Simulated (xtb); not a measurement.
xtb job for Ge(Br)(SH) (BrGeHS), SMILES [SH][Ge][Br] (connectivity only; charge and spin as stated), neutral, multiplicity 1, GFN2-xTB. 

```
$ xtb mol.xyz --gfn 2 --sp --chrg 0 --uhf 0 --json
$ cat mol.xyz
4

Ge     0.82488854    -0.56797858    -0.00000000
Br    -0.30280928     1.48880701     0.00000000
S     -0.97213394    -1.93061484    -0.00000000
H     -0.24396554    -3.04309311     0.00000000
```

Program output:

```
[banner left out]
          |                Calculation Setup                |
           -------------------------------------------------



           -------------------------------------------------
          |                 G F N 2 - x T B                 |
           -------------------------------------------------

        Reference                      10.1021/acs.jctc.8b01176
      * Hamiltonian:
        H0-scaling (s, p, d)           1.850000    2.230000    2.230000
        zeta-weighting                 0.500000
      * Dispersion:
        s8                             2.700000
        a1                             0.520000
        a2                             5.000000
        s9                             5.000000
      * Repulsion:
        kExp                           1.500000    1.000000
        rExp                           1.000000
      * Coulomb:
        alpha                          2.000000
        third order                    shell-resolved
        anisotropic                    true
        a3                             3.000000
        a5                             4.000000
        cn-shift                       1.200000
        cn-exp                         4.000000
        max-rad                        5.000000


          ...................................................
          :                      SETUP                      :
          :.................................................:
          :  # basis functions                  31          :
          :  # atomic orbitals                  28          :
          :  # shells                           10          :
          :  # electrons                        18          :
          :  max. iterations                   250          :
          :  Hamiltonian                  GFN2-xTB          :
          :  restarted?                      false          :
          :  GBSA solvation                  false          :
          :  PC potential                    false          :
          :  electronic temp.          300.0000000     K    :
          :  accuracy                    1.0000000          :
          :  -> integral cutoff          0.2500000E+02      :
          :  -> integral neglect         0.1000000E-07      :
          :  -> SCF convergence          0.1000000E-05 Eh   :
          :  -> wf. convergence          0.1000000E-03 e    :
          :  Broyden damping             0.4000000          :
          :  net charge                          0          :
          :  unpaired electrons                  0          :
          ...................................................

 iter      E             dE          RMSdq      gap      omega  full diag
   1     -9.5076708 -0.950767E+01  0.233E+01    1.66       0.0  T
   2     -9.4439479  0.637229E-01  0.207E+01    4.85       1.0  T
   3     -9.8916151 -0.447667E+00  0.827E+00    3.15       1.0  T
   4     -9.6433829  0.248232E+00  0.156E+01    1.95       1.0  T
   5     -9.8843814 -0.240998E+00  0.221E+00    3.41       1.0  T
   6     -9.8944818 -0.101005E-01  0.143E+00    3.24       1.0  T
   7     -9.8949321 -0.450314E-03  0.815E-01    3.25       1.0  T
   8     -9.8959032 -0.971002E-03  0.517E-01    3.12       1.0  T
   9     -9.8961771 -0.273997E-03  0.405E-01    3.13       1.0  T
  10     -9.8963469 -0.169720E-03  0.246E-01    3.15       1.0  T
  11     -9.8964657 -0.118882E-03  0.124E-01    3.17       1.0  T
  12     -9.8964850 -0.192623E-04  0.441E-02    3.18       1.1  T
  13     -9.8964885 -0.346877E-05  0.106E-02    3.18       4.7  T
  14     -9.8964886 -0.168480E-06  0.933E-04    3.18      53.6  T
  15     -9.8964886 -0.290695E-09  0.691E-04    3.18      72.4  T

   *** convergence criteria satisfied after 15 iterations ***

         #    Occupation            Energy/Eh            Energy/eV
      -------------------------------------------------------------
         1        2.0000           -0.8347688             -22.7152
       ...           ...                  ...                  ...
         3        2.0000           -0.6599625             -17.9585
         4        2.0000           -0.5107417             -13.8980
         5        2.0000           -0.4521234             -12.3029
         6        2.0000           -0.4311166             -11.7313
         7        2.0000           -0.4304406             -11.7129
         8        2.0000           -0.4094213             -11.1409
         9        2.0000           -0.4089329             -11.1276 (HOMO)
        10                         -0.2919481              -7.9443 (LUMO)
        11                         -0.2050805              -5.5805
        12                         -0.1924344              -5.2364
        13                         -0.1575285              -4.2866
        14                         -0.0336346              -0.9152
       ...                                ...                  ...
        28                          1.1971499              32.5761
      -------------------------------------------------------------
                  HL-Gap            0.1169847 Eh            3.1833 eV
             Fermi-level           -0.3504405 Eh           -9.5360 eV

 SCC (total)                   0 d,  0 h,  0 min,  0.003 sec
 SCC setup                      ...        0 min,  0.000 sec (  2.056%)
 Dispersion                     ...        0 min,  0.000 sec (  0.635%)
 classical contributions        ...        0 min,  0.000 sec (  0.484%)
 integral evaluation            ...        0 min,  0.001 sec ( 18.544%)
 iterations                     ...        0 min,  0.002 sec ( 53.688%)
 molecular gradient             ...        0 min,  0.001 sec ( 23.197%)
 printout                       ...        0 min,  0.000 sec (  1.214%)

         :::::::::::::::::::::::::::::::::::::::::::::::::::::
         ::                     SUMMARY                     ::
         :::::::::::::::::::::::::::::::::::::::::::::::::::::
         :: total energy              -9.881126198433 Eh    ::
         :: gradient norm              0.000039393980 Eh/a0 ::
         :: HOMO-LUMO gap              3.183316050601 eV    ::
         ::.................................................::
         :: SCC energy                -9.896488715283 Eh    ::
         :: -> isotropic ES           -0.007263868805 Eh    ::
         :: -> anisotropic ES          0.002458660145 Eh    ::
         :: -> anisotropic XC         -0.009371412798 Eh    ::
         :: -> dispersion             -0.003132194886 Eh    ::
         :: repulsion energy           0.015362516851 Eh    ::
         :: add. restraining           0.000000000000 Eh    ::
         :: total charge               0.000000000000 e     ::
         :::::::::::::::::::::::::::::::::::::::::::::::::::::

           -------------------------------------------------
          |                Property Printout                |
           -------------------------------------------------

    * Orbital Energies and Occupations

         #    Occupation            Energy/Eh            Energy/eV
      -------------------------------------------------------------
         1        2.0000           -0.8347688             -22.7152
         2        2.0000           -0.7252456             -19.7349
         3        2.0000           -0.6599625             -17.9585
         4        2.0000           -0.5107417             -13.8980
         5        2.0000           -0.4521234             -12.3029
         6        2.0000           -0.4311166             -11.7313
         7        2.0000           -0.4304406             -11.7129
         8        2.0000           -0.4094213             -11.1409
         9        2.0000           -0.4089329             -11.1276 (HOMO)
Note: The following floating-point exceptions are signalling: IEEE_DENORMAL
normal termination of xtb
        10                         -0.2919481              -7.9443 (LUMO)
        11                         -0.2050805              -5.5805
        12                         -0.1924344              -5.2364
        13                         -0.1575285              -4.2866
        14                         -0.0336346              -0.9152
        15                         -0.0278079              -0.7567
        16                         -0.0265609              -0.7228
        17                          0.0012675               0.0345
        18                          0.0021219               0.0577
        19                          0.0324390               0.8827
        20                          0.0361530               0.9838
       ...                                ...                  ...
        28                          1.1971499              32.5761
      -------------------------------------------------------------
                  HL-Gap            0.1169847 Eh            3.1833 eV
             Fermi-level           -0.3504405 Eh           -9.5360 eV

     #   Z          covCN         q      C6AA      α(0)
     1  32 Ge       1.720     0.359   247.192    32.868
     2  35 Br       0.849    -0.199   190.372    22.246
     3  16 S        1.818    -0.322   155.073    20.960
     4   1 H        0.923     0.163     1.310     1.790

 Mol. C6AA /au·bohr⁶  :       1837.920084
 Mol. C8AA /au·bohr⁸  :     122234.462862
 Mol. α(0) /au        :         77.863991


Wiberg/Mayer (AO) data.
largest (>0.10) Wiberg bond orders for each atom

 ---------------------------------------------------------------------------
     #   Z sym  total        # sym  WBO       # sym  WBO       # sym  WBO
 ---------------------------------------------------------------------------
     1  32 Ge   2.635 --     2 Br   1.310     3 S    1.287
     2  35 Br   1.344 --     1 Ge   1.310
     3  16 S    2.243 --     1 Ge   1.287     4 H    0.928
     4   1 H    0.974 --     3 S    0.928
 ---------------------------------------------------------------------------

Topologies differ in total number of bonds
Writing topology from bond orders to xtbtopo.mol

molecular dipole:
                 x           y           z       tot (Debye)
 q only:        1.191      -0.705       0.000
   full:        1.919      -1.812      -0.000       6.708
molecular quadrupole (traceless):
                xx          xy          yy          xz          yz          zz
 q only:       -0.205      -3.015       0.042       0.000       0.000       0.163
  q+dip:        1.466      -2.732      -4.347       0.000       0.000       2.881
   full:        0.327      -2.730      -4.881      -0.000       0.000       4.554


           -------------------------------------------------
          | TOTAL ENERGY               -9.881126198433 Eh   |
          | GRADIENT NORM               0.000039393980 Eh/α |
          | HOMO-LUMO GAP               3.183316050601 eV   |
           -------------------------------------------------

------------------------------------------------------------------------
------------------------------------------------------------------------
 total:
 SCF:
```

The run converged.
